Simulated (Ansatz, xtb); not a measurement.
**Two isomers of C4H2BrFS**

Structure a is `Fc1ccc(Br)s1`, a singlet and structure b is `Fc1cscc1Br`, a singlet. Both are isolated molecules in the gas phase, relaxed with B3LYP/def2-SVP.

Energies in hartree; the thermal terms are from GFN2-xTB frequencies at re-optimised GFN2-xTB minima (ideal gas, soft modes damped towards free rotors, one conformer each, 298.15 K, 1 atm) and include the zero-point energy:

```
                               a            b
E, CCSD(T)/def2-SVP  −3222.460794  −3222.467925
    E, MP2/def2-SVP  −3222.394999  −3222.402625
  E, MP2/def2-TZVPP  −3223.408228  −3223.416732
  zero-point energy      0.047222      0.047132
       H(298 K) − E      0.054713      0.054572
       G(298 K) − E      0.014927      0.014856
```

Q: Correct the CCSD(T) difference for the basis set by the MP2 change, then work out ΔE, ΔE₀, ΔH and ΔG for a → b in kcal/mol (1 Eh = 627.51 kcal/mol) and the equilibrium ratio [b]/[a].

A: 1. Differences b − a: CCSD(T) −0.007131, MP2 in the small set −0.007626, MP2 in the large set −0.008504 Eh.
2. ΔE = −0.007131 + (−0.008504 − (−0.007626)) = −0.008009 Eh = −5.03 kcal/mol.
3. ΔE₀ = ΔE + ΔZPE = −0.008009 + (−0.000090) Eh = −5.08 kcal/mol.
4. ΔH = ΔE + (−0.000141) Eh = −5.11 kcal/mol.
5. ΔG = ΔE + (−0.000071) Eh = −5.07 kcal/mol, so ΔS = (ΔH − ΔG)/T = −0.6 J/(mol K).
6. kT = 0.9442 mEh, so K = [b]/[a] = exp(−ΔG/kT) = exp(+8.56) ≈ 5.2 × 10^3.

Structure b is favoured at this temperature. An error of 1 kcal/mol in ΔG would change K by a factor of 5.4. HF/STO-3G found them nearly level. Mirror images and further conformers aren't counted.

As drawn, both hold the same kinds of bond in the same numbers.

Other levels gave ΔE = −2.4 (GFN2-xTB); +0.2 (HF/STO-3G, GFN2-xTB geometries); −4.5 (r2SCAN-D4/def2-SVP, GFN2-xTB geometries); −4.4 (B3LYP/def2-SVP); −5.3 (HF/def2-SVP); −4.8 (MP2/def2-SVP); −4.5 (CCSD(T)/def2-SVP) kcal/mol. The correlated steps freeze 19 core orbitals; the filled d shell of Br is correlated, in a basis made for valence electrons. Programs: Ansatz 0.2.0, xtb 6.7.1.
